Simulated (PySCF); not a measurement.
# Polarisability and C₆ of Sc (scandium, neutral)

[Ar] 3d1 4s2, 2D determinant. Computed with PySCF 2.14 in def2-TZVPPD (6s6p4d2f1g, 67 functions), with no relativity, point nucleus. Coupled (time-dependent) response in atomic units; α is the mean over directions.

| method | mean α (bohr³) | α xx, yy, zz | C₆ (like pair) | S(−4) |
| --- | --- | --- | --- | --- |
| PBEsol | 123.8 | 120.7, 120.7, 129.9 | 1502 | 8491 |

S(−4) is the Cauchy moment in α(ω) = α(0) + S(−4) ω² + …

Reference α: 97 ± 10 bohr³ (recommended; Schwerdtfeger and Nagle, table of static dipole polarizabilities (2023 update)). Published C₆: 1383 (Chu and Dalgarno (2004); Tang, Norbeck and Certain (1976)).

α(iu) at PBEsol:

| u (hartree) | α(iu) (bohr³) |
| --- | --- |
| 0 | 123.8 |
| 0.0500 | 106.1 |
| 0.100 | 75.73 |
| 0.200 | 37.57 |
| 0.300 | 21.92 |
| 0.500 | 10.68 |
| 0.750 | 6.094 |
| 1.00 | 4.132 |
| 1.50 | 2.367 |
| 2.00 | 1.552 |
| 3.00 | 0.8103 |
| 5.00 | 0.3311 |

A single London oscillator, α(iu) = α/(1 + u²/ω²), gives C₆ = (3/4) ω α². Matching the computed C₆ needs ω = 4 × 1502 / (3 × 123.8²) = 0.131 hartree.

The components differ because the open shell of this determinant is not spherical; for a pure term their mean is the scalar polarisability.

⟨L²⟩ = 7.22 against 6 for a pure D term, so this real determinant mixes terms. ⟨S²⟩ = 1.11 against 0.75 shows spin contamination.
